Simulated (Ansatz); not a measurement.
Ansatz (a program for electronic structure) job for CaCl₂, SMILES [Cl][Ca][Cl], PBE0/def2-TZVPD. Geometry: r2SCAN-D4/def2-TZVP. The isomer is the one that the SMILES or the coordinates give; other isomers of the formula were not compared.

Ansatz 0.2 input:
```yaml
crystal:
  periodic: [false, false, false]
  atoms:
    - {symbol: Ca, position_ang: [0.00000000, 0.00000000, 0.00000000]}
    - {symbol: Cl, position_ang: [0.00000000, 0.00000000, -2.46040252]}
    - {symbol: Cl, position_ang: [0.00000000, 0.00000000, 2.46040252]}
basis:
  gaussian:
    orbitals: def2-TZVPD
hamiltonian:
  xc: {name: PBE0}
```

Log of the run:

```
WARN ansatz: RAYON_NUM_THREADS=1 ignored (pool sized by the plan → 1); use --threads N
Functional definition: PBE0
integrals: 0.06 GiB planned
1015 factors; their error is unknown
mean field: 0.50 GiB planned
mean field evaluation 1: about -43473.8075 eV, gradient 2.7e1 eV
mean field evaluation 2: about -43472.9628 eV, gradient 3.6e1 eV
mean field evaluation 4: about -43475.8878 eV, gradient 1.1e0 eV
mean field evaluation 8: about -43475.9935 eV, gradient 3.6e-3 eV
mean field -43475.99348779 eV, -1597.7132915893 hartree, gradient 7.8e-5 eV, S^2 0.000000; 0 other end points of the search recorded, 0 dependent functions left out
reference -43475.99353483 eV, -1597.7132933181 hartree; 27, 27 occupied and 101, 101 virtual orbitals, 1015 factors
Total energy: -43475.99353483 eV, -1597.7132933181 hartree
```

Self-consistency was reached.
